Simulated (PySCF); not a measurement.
Correlation energy of Cu (copper, neutral)

[Ar] 3d10 4s1, 2S determinant. Computed with PySCF 2.14 in x2c-TZVPPall, with scalar relativity by spin-free X2C-1e. Frozen: [Ar]; 11 electrons correlated.

```csv
level,correlation energy (mhartree)
CCSD,-423.42
(T),-17.69
CCSD(T),-441.11
```

Diagnostics: T1 = 0.023, D1 = 0.0654, largest double amplitude 0.024.

Is a single reference adequate?

Yes: T1 lies below 0.03 and no double amplitude reaches 0.07.
